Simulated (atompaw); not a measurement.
# Ranking PAW (atompaw) potentials for Li

All share these settings but for the change named:

Li, PAW, made with atompaw 4.2.0.5 (PBE, scalar-relativistic). Core none, reference 1s2 2s0 2p1. Waves: 1s (bound); 2s (bound, empty); 2p (bound); 2p channel at 0.5 Ry. Local part: troulliermartins scheme with l = 2 at 1 Ry, radius 3.00 bohr. Core correction: none. Augmentation charge: sinc compensation charge, radius 2.90 bohr; PAW radius 3.00 bohr; waves and projectors: bloechl.

Cutoff: the first of the cutoffs (Ry, on a coarse ladder) from which the occupation-weighted sum of valence levels, in a spherical-Bessel basis at the reference potential, stays within 10 and 1 mRy of its value at 400 Ry; the density cutoff is not measured.

The base gives 10 Ry.

Of 6 variants that were run, those that failed, showed a ghost or another fault, or gave nearly equal values are left out.

A variant can come out equal or close to the base.

**Question.** Rank these variants from softest to hardest (loose cutoff).
A. functional PBEsol
B. local potential troulliermartins scheme with l = 2 at 1 Ry, radius 1.28 bohr
C. waves 1s (bound): rc 0.55 bohr; 2s (bound): rc 1.00 bohr; 2p (bound): rc 3.00 bohr; 2p channel at 0.5 Ry: rc 3.00 bohr; augmentation sinc compensation charge, radius 2.90 bohr; PAW radius 3.00 bohr; waves and projectors: custom rrkj gramschmidtortho
D. all radii scaled by about 0.87 (s 0.48, p 2.60 bohr); local potential troulliermartins scheme with l = 2 at 1 Ry, radius 2.60 bohr; augmentation sinc compensation charge, radius 2.52 bohr; PAW radius 2.60 bohr; waves and projectors: bloechl

**Answer.** A (10 Ry), D (15 Ry), B (21 Ry), C (140 Ry).
